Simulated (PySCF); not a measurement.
C3H2F3, SMILES FC(F)(F)C=[CH], multiplicity 2. Atoms are numbered in the order given.

```xyz
8

C     -0.1441    -2.1383     0.0000
C      0.5832    -1.0474     0.0000
C      0.0066     0.3381     0.0000
F     -1.3221     0.3381     0.0000
F      0.4184     1.0187     1.0749
F      0.4184     1.0187    -1.0749
H      0.0097    -3.2161     0.0000
H      1.6838    -1.0775     0.0000
```
Charge 0, spin multiplicity 2.

Coordinates come from a PBE0-D3(BJ)/def2-SVP optimisation. The isomer is the one that the SMILES or the coordinates give; other isomers of the formula were not compared.

The numbers are results of PySCF with TDA-PBE/def2-SVPD, not measurements.

Vertical excitations. 

Question: Estimate the UV-visible absorptions. (Estimate from the structure and the level; the computed values follow.)

Answer: 
```csv
state,energy (eV),λ (nm),f,main pairs
root 1,3.41,364,0.001,"α HOMO→LUMO 9 %, β HOMO→LUMO 90 %"
root 2,4.42,281,0.003,"α HOMO→LUMO 90 %, β HOMO→LUMO 9 %"
root 3,4.75,261,0.000,"α HOMO−1→LUMO 50 %, β HOMO→LUMO+1 48 %"
root 4,5.68,218,0.004,β HOMO−1→LUMO 97 %
root 5,5.81,213,0.000,β HOMO−2→LUMO 100 %
root 6,6.27,198,0.003,β HOMO−3→LUMO 99 %
root 7,6.49,191,0.006,α HOMO→LUMO+1 98 %
root 8,6.53,190,0.002,β HOMO−4→LUMO 100 %
root 9,7.17,173,0.016,α HOMO→LUMO+2 98 %
root 10,7.40,168,0.019,"α HOMO→LUMO+3 20 %, β HOMO−5→LUMO 75 %"
```
Unrestricted roots are not spin-pure.
